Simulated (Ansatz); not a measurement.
One change: `[CH2]1[SiH2][GeH2]1` becomes `F[CH]1[SiH2][GeH2]1`.

Ansatz, PBE0-D4/def2-TZVP geometries, multiplicity 1. 

Scalar relativity is left out up to krypton.

| property | `[CH2]1[SiH2][GeH2]1` |
| --- | --- |
| LUMO energy (PBE0/def2-TZVPP) / eV | -0.27 |
| LUMO energy (B3LYP/def2-TZVPP) / eV | -0.51 |
| HOMO–LUMO gap (PBE0/def2-TZVPP) / eV | 6.33 |
| LUMO energy (ωB97M-V/def2-TZVPP) / eV | 1.43 |
| HOMO–LUMO gap (ωB97M-V/def2-TZVPP) / eV | 10.03 |
| size of the dipole moment (ωB97M-V/def2-TZVPP) / D | 0.30 |

Give the same properties after the change, and the shifts. (Best estimate.)

Computed: 
| property | `F[CH]1[SiH2][GeH2]1` | shift |
| --- | --- | --- |
| LUMO energy (PBE0/def2-TZVPP) / eV | -0.57 | -0.30 |
| LUMO energy (B3LYP/def2-TZVPP) / eV | -0.80 | -0.29 |
| HOMO–LUMO gap (PBE0/def2-TZVPP) / eV | 6.33 | 0.00 |
| LUMO energy (ωB97M-V/def2-TZVPP) / eV | 1.15 | -0.28 |
| HOMO–LUMO gap (ωB97M-V/def2-TZVPP) / eV | 10.06 | 0.03 |
| size of the dipole moment (ωB97M-V/def2-TZVPP) / D | 1.68 | 1.38 |

Dipoles are sizes alone; their direction can turn.

B3LYP here is the variant with VWN-RPA as its local correlation; programs differ in this.
